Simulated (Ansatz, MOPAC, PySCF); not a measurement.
Noncovalent pair: SiH4 (SMILES [SiH4]) (first 5 atoms) with C2H6 (SMILES CC); geometry from B3LYP-D3(BJ)/def2-TZVP, rigid monomers moved along the line of their centres of mass till Si1···C6 is 3.39 Å.
(charge 0, multiplicity 1):
| atom | x (Å) | y (Å) | z (Å) |
|---|---|---|---|
| Si | -0.0194 | 0.3052 | 0.2851 |
| H | -1.4907 | 0.4006 | 0.4108 |
| H | 0.4357 | -1.0132 | 0.7795 |
| H | 0.6167 | 1.3767 | 1.0833 |
| H | 0.3647 | 0.4569 | -1.1369 |
| C | -0.7313 | -0.0624 | 3.5824 |
| C | 0.7488 | -0.2221 | 3.9161 |
| H | -1.0726 | -0.8460 | 2.9031 |
| H | -0.9297 | 0.8993 | 3.1050 |
| H | -1.3494 | -0.1155 | 4.4807 |
| H | 0.9457 | -1.1831 | 4.3953 |
| H | 1.0888 | 0.5617 | 4.5957 |
| H | 1.3666 | -0.1696 | 3.0178 |

```csv
level,interaction energy (kJ/mol),cost
AM1,12.6,-
PM3,0.5,-
HF/6-31G* (no counterpoise),12.6,-
BP86/6-31G* (no counterpoise),9.8,-
r2SCAN-D3(BJ)/def2-TZVPPD,-1.9,×2
B3LYP/3-21G (no counterpoise),4.6,-
B3LYP/6-31G*,10.8,-
B3LYP/def2-TZVPPD,9.6,×2
B3LYP-D3(BJ)/def2-TZVPPD,-2.5,×2
B3LYP-D4/def2-TZVPPD,-1.2,×2
MP2/6-31G*,8.5,-
MP2/6-31G* (no counterpoise),4.2,-
SCS-MP2/aug-cc-pV(D+d)Z,3.7,-
CCSD(T)/aug-cc-pV(D+d)Z,0.7,×10
```

The rows run from -2.5 (B3LYP-D3(BJ)/def2-TZVPPD) to 12.6 kJ/mol (HF/6-31G* (no counterpoise)). The dispersion term adds -12.1 in B3LYP-D3(BJ), -10.9 in B3LYP-D4.

Monomers are frozen at their geometry in the pair; levels with a basis set take the counterpoise correction. Rows marked so take none.

Cores are frozen in the correlated methods. Rows in 3-21G, 6-31G* carry no dispersion term and start afresh at each structure (6-31G* with six Cartesian d functions). MP2/6-31G* freezes PySCF's default core. The state that AM1, PM3 reach isn't checked.

Codes used: Ansatz (a first-principles code) with Gaussian orbitals; MOPAC for AM1, PM3 (differences of heats of formation); PySCF for 3-21G rows, 6-31G* rows, the dispersion terms. Each number belongs to the level named beside it.

Costs are rough ratios of core time to PBE/def2-TZVPPD (about 7 s over the structures, on one shared machine); a dash marks a level with no comparable run of its own.
